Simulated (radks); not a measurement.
The numbers below are computed, except where a source is named.
Coulomb parameter of the 4f shell of the erbium ion Er2+ in the model configuration [Xe] 4f11 5d1, as a second difference U = [E(n + 0.5) + E(n - 0.5) - 2 E(n)] / (0.5)^2 with all orbitals relaxed. "Bare": the charge of the atom changes with n. "Screened": the 5d shell takes up the change at fixed total charge, which measures U(4f,4f) + U(5d,5d) - 2 U(4f,5d). Level of theory: scalar-relativistic Kohn-Sham, BLYP, spin-unpolarised, spherical densities, point nucleus (a radial shooting solver on a logarithmic mesh with Libxc functionals).

| case | configuration | E - E(n) (eV) |
|---|---|---|
| start | [Xe] 4f11 5d1 | 0.000 |
| bare +0.5 | [Xe] 4f11.5 5d1 | -9.731 |
| bare -0.5 | [Xe] 4f10.5 5d1 | 14.111 |
| screened +0.5 | [Xe] 4f11.5 5d0.5 | -3.635 |
| screened -0.5 | [Xe] 4f10.5 5d1.5 | 4.938 |

U(bare) = 17.522 eV, U(screened by 5d) = 5.210 eV, against the Slater integral F0(4f,4f) = 32.963 eV with frozen orbitals.
